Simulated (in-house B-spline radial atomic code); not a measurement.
Atomic self-consistent-field run: Ni6+ (an excited or competing configuration). All numbers are computed (non-relativistic r2SCAN0, spin-polarised, spherical fractional occupations, exact exchange averaged over the configuration; point nucleus) with an all-electron radial atomic-structure program (B-spline basis), not measured.

Command:
```bash
python run_scf.py task.json out
```
Settings:
```
Z                28
configuration    [Ne] 3s2 3p5 3d4 4s1
hamiltonian      nr
method           r2scan0
spin_polarised   True
exact_exchange   averaged over the configuration
```

Output (hartree, bohr):
```
 radial grid: 46 intervals, B-splines of order 8, outer radius 15.5224 bohr

 iter        energy (Eh)    residual
    1       -1493.266377    5.23e-02
    2       -1493.270850    1.67e-03
    3       -1493.270862    9.03e-04
    4       -1493.270865    5.09e-04
    5       -1493.270867    6.80e-05
    6       -1493.270867    7.37e-06
    7       -1493.270867    2.72e-06
    8       -1493.270867    2.12e-07

 total energy                     -1493.27087
 kinetic                            1492.4005
 electron-nucleus                  -3457.9993
 Hartree                             530.9100
 exact exchange                      -14.1797
 exchange-correlation                -44.4024

 orbital      occ     eigenvalue          <r>       <r^2>       <1/r>       r_max
 1s up      1.000      -306.1260      0.05484  0.00403199      27.508     0.03615
 1s down    1.000      -306.0822    0.0548351  0.00403115     27.5096     0.03615
 2s up      1.000       -41.5190     0.247724    0.072362     5.96881      0.2073
 2s down    1.000       -41.3118     0.246912   0.0718219     5.98604      0.2071
 2p up      3.000       -36.8221     0.216584   0.0574993     5.90788      0.1662
 2p down    3.000       -36.6297     0.215834    0.057033     5.92208      0.1661
 3s up      1.000        -9.0803     0.705882    0.569748     2.00738      0.6299
 3s down    1.000        -8.5807     0.715024    0.584712       1.971       0.634
 3p up      3.000        -7.5656     0.717951    0.598367     1.90503       0.627
 3p down    2.000        -7.0826     0.728025    0.615456     1.87277      0.6319
 3d up      4.000        -5.0734     0.725103    0.630683     1.69998      0.5685
 4s up      1.000        -3.0526      1.69096     3.19922    0.798757       1.582
```

Run time, properties included: 0.28 s on 1 thread of Arm Neoverse N1, with other jobs on the host.
